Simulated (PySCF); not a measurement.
Input for PySCF:
```python
from pyscf import gto, scf

mol = gto.Mole()
mol.atom = '''
    Cl    1.06790000    0.00000000    0.00000000
    Br   -1.06790000    0.00000000    0.00000000
'''
mol.basis = '6-31g**'
mol.charge = -1
mol.spin = 1
mol.verbose = 3
mol.build()

mf = scf.UHF(mol)
mf = mf.density_fit(auxbasis='def2-universal-jkfit')
mf.kernel()
```

Task: What does this run give for the total energy, number of basis functions, <S^2>?

Result: 
| Item | Result |
|---|---|
| total energy | -6063.132718 Ry |
| number of basis functions | 50 |
| <S^2> | 0.759 |

These values belong to the state on which the SCF converged, which isn't shown to be the lowest.
